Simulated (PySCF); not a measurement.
C3H6BNO, SMILES C=C1CNB1O. The structure is a stationary point at PBE-D3(BJ)/def2-SVP. This is a generated structure with no PubChem entry under its InChIKey; it may be hypothetical. Other conformers were not sampled.

Method: PBE-D3(BJ)/def2-SVP (PySCF 2.14.0).

Harmonic wavenumbers (cm⁻¹): 164, 228, 242, 423, 441, 498, 603, 608, 715, 718, 855, 898, 926, 987, 988, 1099, 1110, 1151, 1209, 1289, 1382, 1426, 1516, 1724, 2922, 2971, 3050, 3146, 3559, 3748. Rotational constants (GHz): 5.327, 3.487, 2.137; symmetry number 1.

Task: Work out the zero-point energy and the ideal-gas rigid-rotor harmonic-oscillator thermochemistry at 298.15 K and 1 atm.

Result: ZPE = ½ Σ hcν = ½ × 40598 cm⁻¹ = 242.83 kJ/mol. H − E(el) = 261.43 kJ/mol. Entropy in J/(mol K): translation 163.84, rotation 110.86, vibration 45.72, total 320.42. G − E(el) = 165.90 kJ/mol. Cp = 104.07 J/(mol K).
